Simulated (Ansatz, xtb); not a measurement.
# Two isomers of C7H10O

Structure I: `CC1=CC(=O)[C@H](C)C1`, a singlet. Structure II: `CC1=C(C)OCC=C1`, a singlet. Both are isolated molecules in the gas phase, relaxed with r2SCAN-D4/def2-SVP; the shapes shown needn't be the lowest conformers.

I (Å):

```yaml
atoms:
  - { symbol: C, position_ang: [-1.3590, -2.1965, -0.1603] }
  - { symbol: C, position_ang: [-0.5988, -0.9180, -0.1833] }
  - { symbol: C, position_ang: [0.5150, -0.6124, 0.5232] }
  - { symbol: C, position_ang: [0.9511, 0.7640, 0.2337] }
  - { symbol: C, position_ang: [0.0288, 1.3184, -0.8706] }
  - { symbol: C, position_ang: [-0.4617, 2.7228, -0.5430] }
  - { symbol: C, position_ang: [-1.0493, 0.2380, -1.0448] }
  - { symbol: O, position_ang: [1.8577, 1.3821, 0.7549] }
  - { symbol: H, position_ang: [-1.3942, -2.6418, -1.1700] }
  - { symbol: H, position_ang: [-2.4086, -2.0177, 0.1315] }
  - { symbol: H, position_ang: [-0.9213, -2.9296, 0.5314] }
  - { symbol: H, position_ang: [1.0269, -1.2609, 1.2384] }
  - { symbol: H, position_ang: [0.6579, 1.3646, -1.7799] }
  - { symbol: H, position_ang: [-1.1189, 2.7110, 0.3425] }
  - { symbol: H, position_ang: [-1.0229, 3.1649, -1.3809] }
  - { symbol: H, position_ang: [0.3985, 3.3695, -0.3134] }
  - { symbol: H, position_ang: [-2.0419, 0.5897, -0.7028] }
  - { symbol: H, position_ang: [-1.1914, -0.0815, -2.0931] }
```

II (Å):

```
atom    x (Å)    y (Å)    z (Å)
   C  -1.4482  -2.3801  -0.3420
   C  -0.8177  -1.1870   0.3168
   C  -0.6227   0.0213  -0.2903
   C  -0.8546   0.3808  -1.7188
   C  -0.2205   1.0636   1.7976
   C   0.1196  -0.2745   2.3772
   C  -0.2402  -1.3492   1.6478
   O  -0.0493   1.0630   0.3765
   H  -2.2936  -2.7600   0.2574
   H  -0.7279  -3.2127  -0.4334
   H  -1.8348  -2.1603  -1.3459
   H  -1.6493   1.1405  -1.8100
   H  -1.1163  -0.4847  -2.3381
   H   0.0644   0.8399  -2.1190
   H  -1.2777   1.3396   2.0194
   H   0.4248   1.8701   2.1746
   H   0.6218  -0.3531   3.3456
   H  -0.0562  -2.3673   2.0101
```

Task: Which of the two would you expect CCSD(T)/def2-SVP + ΔMP2/def2-TZVPP electronic energies to favour?

Result: Structure I; the calculation gives E(II) − E(I) = +21.9 kcal/mol.

How the difference moves with the method:

```json
{"level": "GFN2-xTB", "geometry": "GFN2-xTB", "E(II) − E(I) (kcal/mol)": "+13.0", "departure from the last row (kcal/mol)": "−8.9", "job, with rough time for the two": "optimisation, 0.2 s"}
{"level": "HF/STO-3G", "geometry": "GFN2-xTB", "E(II) − E(I) (kcal/mol)": "+16.8", "departure from the last row (kcal/mol)": "−5.0", "job, with rough time for the two": "single point, 0.48 s"}
{"level": "r2SCAN-D4/def2-SVP//GFN2-xTB", "geometry": "GFN2-xTB", "E(II) − E(I) (kcal/mol)": "+24.2", "departure from the last row (kcal/mol)": "+2.3", "job, with rough time for the two": "single point, 4.8 s"}
{"level": "r2SCAN-D4/def2-SVP", "geometry": "r2SCAN-D4/def2-SVP", "E(II) − E(I) (kcal/mol)": "+22.8", "departure from the last row (kcal/mol)": "+0.9", "job, with rough time for the two": "optimisation, 84 s"}
{"level": "HF/def2-SVP", "geometry": "r2SCAN-D4/def2-SVP", "E(II) − E(I) (kcal/mol)": "+25.7", "departure from the last row (kcal/mol)": "+3.9", "job, with rough time for the two": "part of the CCSD(T) run"}
{"level": "MP2/def2-SVP", "geometry": "r2SCAN-D4/def2-SVP", "E(II) − E(I) (kcal/mol)": "+24.9", "departure from the last row (kcal/mol)": "+3.0", "job, with rough time for the two": "part of the CCSD(T) run"}
{"level": "CCSD(T)/def2-SVP", "geometry": "r2SCAN-D4/def2-SVP", "E(II) − E(I) (kcal/mol)": "+23.7", "departure from the last row (kcal/mol)": "+1.8", "job, with rough time for the two": "single point"}
{"level": "CCSD(T)/def2-SVP + ΔMP2/def2-TZVPP", "geometry": "r2SCAN-D4/def2-SVP", "E(II) − E(I) (kcal/mol)": "+21.9", "departure from the last row (kcal/mol)": "", "job, with rough time for the two": "single point, 2.4 min"}
```

As drawn, II has 1 C=C, 2 C–O in place of 2 C–C, 1 C=O. Structure I has a 5-membered ring, II a 6-membered ring.

None of the levels shown reverses the order. The largest departure from CCSD(T)/def2-SVP + ΔMP2/def2-TZVPP is that of GFN2-xTB, 8.9 kcal/mol. The last row adds to CCSD(T) the change of the MP2 difference between the two basis sets, here −1.8 kcal/mol.

With thermal terms from frequencies at re-optimised GFN2-xTB minima (ideal gas, soft modes damped towards free rotors, one conformer each, 298.15 K, 1 atm): the zero-point term adds −0.6 kcal/mol; ΔH is +21.3 and ΔG +21.2 kcal/mol.

The correlated steps freeze 8 core orbitals. Mirror images aren't counted in ΔG. Programs: Ansatz 0.2.0, xtb 6.7.1; the last row on 4 threads of Arm Neoverse V1 on a shared host.
